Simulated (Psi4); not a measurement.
C3H7AlO, singlet, at a GFN2-xTB geometry (such geometries of metal compounds can be far from the true shape); HF/def2-TZVPD (Psi4 1.11).

The Psi4 input:
```
memory 2 GB

molecule mol {
0 1
  Al   -0.280841    0.223850    0.253811
  C    -2.207522    0.245919    0.775634
  H    -2.777521   -0.556572    0.304234
  H    -2.689680    1.188389    0.501691
  H    -2.334263    0.141255    1.856753
  C     0.440871   -1.125458   -1.021898
  C     1.722256   -1.152132   -1.377744
  H    -0.212000   -1.880732   -1.459809
  H     2.137023   -1.876266   -2.069381
  H     2.426974   -0.433203   -0.982692
  O     0.750538    1.340561    0.882825
  H     1.362474    1.972621    1.231111
}

set basis def2-tzvpd
set reference rhf

energy('scf')
print_variables()
```

Problem. Predict the main parts of the log of this Psi4 run.

Solution. 
```
   => Loading Basis Set <=

    Name: DEF2-TZVPD
    Role: ORBITAL
    Keyword: BASIS

         ---------------------------------------------------------
                                   SCF
               by Justin Turney, Rob Parrish, Andy Simmonett
                          and Daniel G. A. Smith
                              RHF Reference
         ---------------------------------------------------------

  ==> Geometry <==

    Molecular point group: c1
    Full point group: C1

    Geometry (in Angstrom), charge = 0, multiplicity = 1:

       Center              X                  Y                   Z               Mass
    ------------   -----------------  -----------------  -----------------  -----------------
         AL          -0.301661406878     0.204716101220     0.243839084064    26.981538530000
         C           -2.228342406878     0.226785101220     0.765662084064    12.000000000000
         H           -2.798341406878    -0.575705898780     0.294262084064     1.007825032230
         H           -2.710500406878     1.169255101220     0.491719084064     1.007825032230
         H           -2.355083406878     0.122121101220     1.846781084064     1.007825032230
         C            0.420050593122    -1.144591898780    -1.031869915936    12.000000000000
         C            1.701435593122    -1.171265898780    -1.387715915936    12.000000000000
         H           -0.232820406878    -1.899865898780    -1.469780915936     1.007825032230
         H            2.116202593122    -1.895399898780    -2.079352915936     1.007825032230
         H            2.406153593122    -0.452336898780    -0.992663915936     1.007825032230
         O            0.729717593122     1.321427101220     0.872853084064    15.994914619570
         H            1.341653593122     1.953487101220     1.221139084064     1.007825032230

  Running in c1 symmetry.

  Rotational constants: A =      0.19637  B =      0.08403  C =      0.05949 [cm^-1]
  Rotational constants: A =   5887.06303  B =   2519.05806  C =   1783.36547 [MHz]
  Nuclear repulsion =  198.600274526700588

  Charge       = 0
  Multiplicity = 1
  Electrons    = 46
  Nalpha       = 23
  Nbeta        = 23

  ==> Algorithm <==

  SCF Algorithm Type is DF.
  DIIS enabled.
  MOM disabled.
  Fractional occupation disabled.
  Guess Type is SAD.
  Energy threshold   = 1.00e-06
  Density threshold  = 1.00e-06
  Integral threshold = 1.00e-12

  ==> Primary Basis <==

  Basis Set: DEF2-TZVPD
    Blend: DEF2-TZVPD
    Number of shells: 103
    Number of basis functions: 257
    Number of Cartesian functions: 287
    Spherical Harmonics?: true
    Max angular momentum: 3

   => Loading Basis Set <=

    Name: (DEF2-TZVPD AUX)
    Role: JKFIT
    Keyword: DF_BASIS_SCF

  ==> Integral Setup <==

  SCF_SUBTYPE=INCORE selected. In-core MEM_DF algorithm will be used.
  Using in-core AOs.

  ==> MemDFJK: Density-Fitted J/K Matrices <==

    J tasked:                   Yes
    K tasked:                   Yes
    wK tasked:                   No
    Algorithm:                 Core
    Schwarz Cutoff:           1E-12
    Mask sparsity (%):       3.7457
    Fitting Condition:        1E-10

   => Auxiliary Basis Set <=

  Basis Set: (DEF2-TZVPD AUX)
    Blend: DEF2-UNIVERSAL-JKFIT
    Number of shells: 180
    Number of basis functions: 556
    Number of Cartesian functions: 655
    Spherical Harmonics?: true
    Max angular momentum: 4

  Minimum eigenvalue in the overlap matrix is 6.4843571246E-06.
  Reciprocal condition number of the overlap matrix is 5.7788189588E-07.
    Using symmetric orthogonalization.

  ==> Pre-Iterations <==

  SCF Guess: Superposition of Atomic Densities via on-the-fly atomic UHF (no occupation information).

   -------------------------
    Irrep   Nso     Nmo
   -------------------------
     A        257     257
   -------------------------
    Total     257     257
   -------------------------

  ==> Iterations <==

                           Total Energy        Delta E     RMS |[F,P]|

   @DF-RHF iter SAD:  -433.01281408027893   -4.33013e+02   0.00000e+00
   @DF-RHF iter   1:  -434.33418433376903   -1.32137e+00   2.89809e-03 DIIS/ADIIS
   @DF-RHF iter   2:  -434.52033033092937   -1.86146e-01   1.65724e-03 DIIS/ADIIS
   @DF-RHF iter   3:  -434.58800902887708   -6.76787e-02   2.28166e-04 DIIS/ADIIS
   @DF-RHF iter   4:  -434.59007301635143   -2.06399e-03   8.62168e-05 DIIS
   @DF-RHF iter   5:  -434.59042618396455   -3.53168e-04   1.41507e-05 DIIS
   @DF-RHF iter   6:  -434.59044063313763   -1.44492e-05   3.67032e-06 DIIS
   @DF-RHF iter   7:  -434.59044154613269   -9.12995e-07   1.05907e-06 DIIS
   @DF-RHF iter   8:  -434.59044161614179   -7.00091e-08   3.78952e-07 DIIS
  Energy and wave function converged.

  ==> Post-Iterations <==

    Orbital Energies [Eh]
    ---------------------

    Doubly Occupied:

[...]
    Virtual:

[...]
    Final Occupation by Irrep:
              A
    DOCC [    23 ]
    NA   [    23 ]
    NB   [    23 ]

  @DF-RHF Final Energy:  -434.59044161614179

   => Energetics <=

    Nuclear Repulsion Energy =            198.6002745267005878
    One-Electron Energy =                -994.0805760228696499
    Two-Electron Energy =                 360.8898598800273021
    Total Energy =                       -434.5904416161417885

Computation Completed

Properties will be evaluated at   0.000000,   0.000000,   0.000000 [a0]

Properties computed using the SCF density matrix

 Multipole Moments:

 ------------------------------------------------------------------------------------
     Multipole            Electronic (a.u.)      Nuclear  (a.u.)        Total (a.u.)
 ------------------------------------------------------------------------------------

 L = 1.  Multiply by 2.5417464519 to convert [e a0] to [Debye]
 Dipole X            :          2.0572952           -1.8098488            0.2474465
 Dipole Y            :          1.8774194           -1.6632525            0.2141668
 Dipole Z            :          0.9745955           -0.8668290            0.1077665
 Magnitude           :                                                    0.3445444

 ------------------------------------------------------------------------------------

  Variable Map:
  ----------------------------------------------------------------------------
[...]
  Array Variable Map:
  ----------------------------------------------------------------------------
[...]
[...]
```
